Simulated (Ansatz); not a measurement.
Basis-set extrapolation for `O[SiH2]N[SiH](O)Cl` (PBE0-D4/def2-TZVP geometry, frozen core, Ansatz 0.2.0). Multiplicity 1, RHF reference.

|  | def2-TZVPP | def2-QZVPP |
| --- | --- | --- |
| HF | -1245.399172 | -1245.441066 |
| MP2 correlation | -1.119687 | -1.213947 |
| CCSD(T) correlation | -1.210106 | not run |

Energies in hartree. Use E(X) = E(∞) + A·exp(−7.88·√X) for Hartree–Fock and E(X) = E(∞) + B·X^(−2.97) for correlation, with X = 3 and 4, and add CCSD(T) minus MP2 of the smaller set to the MP2 limit.

Task: What is the CCSD(T) energy at the basis-set limit?

Result: HF limit: -1245.441066 + (-0.041894) × 0.13774 = -1245.44684. MP2 limit: -1.213947 + (-0.094260) × 0.74074 = -1.28377. Higher-order term: -1.210106 − (-1.119687) = -0.09042. Total: -1246.82103 hartree, 5.76 eV below CCSD(T)/def2-TZVPP.
